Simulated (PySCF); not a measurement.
Ga(AsH2)(F)2 (AsF2GaH2), SMILES [F][Ga]([F])[AsH2].

The structure is a stationary point at r2SCAN-D4/def2-SVP. The structure was generated by enumeration; whether it is a known compound was not checked.

The numbers are results of r2SCAN-D4/def2-SVP in PySCF, not measurements.

Frequencies are harmonic and unscaled.

Computed normal modes with their intensities:
```tsv
mode	ν (cm⁻¹)	IR (km/mol)	Raman (Å⁴/amu)	depolarisation	moving atoms (share of kinetic energy)
1	79	4.6	0.1	0.75	H 80 %, F 12 %
2	99	2.3	1.1	0.75	F 53 %, Ga 22 %, H 16 %, As 9 %
3	142	21.8	0.8	0.58	Ga 48 %, F 46 %
4	185	25.8	2.3	0.44	F 80 %, As 19 %
5	271	12.7	9.6	0.13	Ga 45 %, As 38 %, F 16 %
6	560	2.9	0.9	0.74	H 94 %
7	615	0.9	7.9	0.75	H 97 %
8	693	85.3	7.4	0.13	F 83 %, Ga 17 %
9	723	69.7	3.1	0.75	F 73 %, Ga 27 %
10	992	15.6	35.3	0.75	H 99 %
11	2204	40.8	177.2	0.11	H 99 %
12	2222	54.7	119.3	0.75	H 99 %
```
